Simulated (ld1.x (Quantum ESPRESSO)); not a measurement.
## Configuration tests for Ba (TM)

* Element: barium (Ba)
* Generator: ld1.x (Quantum ESPRESSO) 7.5
* Type: norm-conserving Troullier–Martins (Kleinman–Bylander form)
* Functional: LDA (PZ)
* Relativity: scalar-relativistic
* Frozen core: [Kr] 4d10 5s2
* Valence charge: 8
* Reference configuration: 5p6 5d0 6s2 6p0
* Partial waves: 6s (bound): rc 4.15 bohr; 5d (bound, empty): rc 2.55 bohr; 5p (bound): rc 2.10 bohr
* Local potential: the p channel
* Core correction: none

Energies are relative to the spin-unpolarised reference configuration 5p6 5d0 6s2 6p0; without spin polarisation the order of configurations can differ from experiment. Spin-polarised rows fill each open shell by Hund’s rule, majority spin first. Not all tests gave a result: 3 of 9 tests not solved or not reliable. Left out of the table: 5p6 5d0 6s1 6p0 (solver errors, printed error -2.1 eV); 5p6 5d0 6s1 6p1 (solver errors, printed error -7.0 eV); 5p6 5d0 6s1 6p0 (spin-polarised) (solver errors, printed error -1.9 eV). The frozen-core shift is the all-electron ΔE with the core orbitals held at their reference shape minus the fully relaxed ΔE.

Give the all-electron excitation energy and the error of the potential for: 5p6 5d0 6s0 6p0; 5p6 5d0 6s1.5 6p0; 5p6 5d1 6s1 6p0; 5p6 5d1 6s0 6p0; 5p6 5d0.5 6s1.5 6p0; 5p6 5d0 6s1.5 6p0 (spin-polarised).

```tsv
valence configuration	charge	ΔE all-electron (eV)	error AE − PS (meV)	frozen-core shift (meV)
5p6 5d0 6s0 6p0	+2	15.713	+21	+7.0
5p6 5d0 6s1.5 6p0	+0.5	2.211	-3.3	+0.2
5p6 5d1 6s1 6p0	0	1.350	-27	+3.5
5p6 5d1 6s0 6p0	+1	6.271	-30	+4.0
5p6 5d0.5 6s1.5 6p0	0	0.643	-8.9	+1.5
5p6 5d0 6s1.5 6p0 (spin-polarised)	+0.5	2.183	-2.3	+0.2
```

Note: ghost state, extra bound levels that the all-electron valence spectrum of the same l lacks: s at -5.9 eV. A true bound ghost makes a file unfit for plane-wave use.
